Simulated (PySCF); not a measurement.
PySCF input (M06-2X/6-311+G**):

```python
from pyscf import gto, dft

mol = gto.M(
    atom='''
    F    -1.67201800   -0.79130000   -0.37647800
    Si   -0.63052600    0.24749500    0.38361400
    Si    1.58904400    0.11623600   -0.36668700
    H    -1.25343900    1.59462700    0.11315800
    H    -1.00506300    0.00717700    1.82621700
    H     1.89256700    1.33968600    0.51545000
    H     1.99485400   -0.91202900    0.69649900
    ''',
    basis='6-311+g**',
    charge=-1,
    spin=0,
    verbose=4,
)

mf = dft.RKS(mol, xc='m062x')
mf.grids.level = 4
mf.conv_tol = 1e-9
mf.max_cycle = 100
mf.max_memory = 1500
mf.kernel()
if not mf.converged:
    mf = mf.newton()
    mf.kernel(mf.make_rdm1())
mf.dip_moment()
```

From the output:

```
tot grids = 149504
init E= -680.983664913514
  HOMO = -0.213882628832422  LUMO = -0.0249537488481412  gap/eV = 5.14102
cycle= 1 E= -681.211395333833  delta_E= -0.228  |g|= 0.503  |ddm|= 1.87
  HOMO = -0.0311120288516236  LUMO = 0.138819139719888  gap/eV = 4.62406
cycle= 2 E= -681.20545138602  delta_E= 0.00594  |g|= 0.62  |ddm|= 0.737
  HOMO = -0.0499306284889656  LUMO = 0.139584126326967  gap/eV = 5.15696
cycle= 3 E= -681.261127512879  delta_E= -0.0557  |g|= 0.0361  |ddm|= 0.296
  HOMO = -0.0639398751840758  LUMO = 0.139344785070975  gap/eV = 5.53166
cycle= 4 E= -681.261511229018  delta_E= -0.000384  |g|= 0.015  |ddm|= 0.0909
  HOMO = -0.0606825193677309  LUMO = 0.138761027174838  gap/eV = 5.42714
cycle= 5 E= -681.261593975079  delta_E= -8.27e-05  |g|= 0.00443  |ddm|= 0.0309
  HOMO = -0.0612219799625251  LUMO = 0.138715343479869  gap/eV = 5.44057
cycle= 6 E= -681.261600720313  delta_E= -6.75e-06  |g|= 0.000781  |ddm|= 0.0112
  HOMO = -0.0612319289416661  LUMO = 0.138674446833312  gap/eV = 5.43973
cycle= 7 E= -681.261601152435  delta_E= -4.32e-07  |g|= 0.000274  |ddm|= 0.00349
  HOMO = -0.0611978215263207  LUMO = 0.138674073018081  gap/eV = 5.43879
cycle= 8 E= -681.261601190397  delta_E= -3.8e-08  |g|= 6.23e-05  |ddm|= 0.000914
  HOMO = -0.0612051697639373  LUMO = 0.13866982223431  gap/eV = 5.43888
cycle= 9 E= -681.261601193072  delta_E= -2.68e-09  |g|= 1.31e-05  |ddm|= 0.000327
  HOMO = -0.0612053838820685  LUMO = 0.138669596396732  gap/eV = 5.43888
cycle= 10 E= -681.2616011932  delta_E= -1.28e-10  |g|= 3.08e-06  |ddm|= 7.11e-05
  HOMO = -0.0612062374200235  LUMO = 0.138669532937553  gap/eV = 5.43890
Extra cycle  E= -681.261601193208  delta_E= -7.05e-12  |g|= 1.74e-06  |ddm|= 1.52e-05
converged SCF energy = -681.261601193208

WARN: System has nonzero charge -1; the dipole moment is origin-dependent.
Location of origin: [0. 0. 0.]

Dipole moment(X, Y, Z, Debye): -2.91576,  0.04386,  1.22552
```

The dipole moment of an ion depends on the origin.

The geometry given is a B3LYP-D3(BJ)/def2-TZVP minimum.
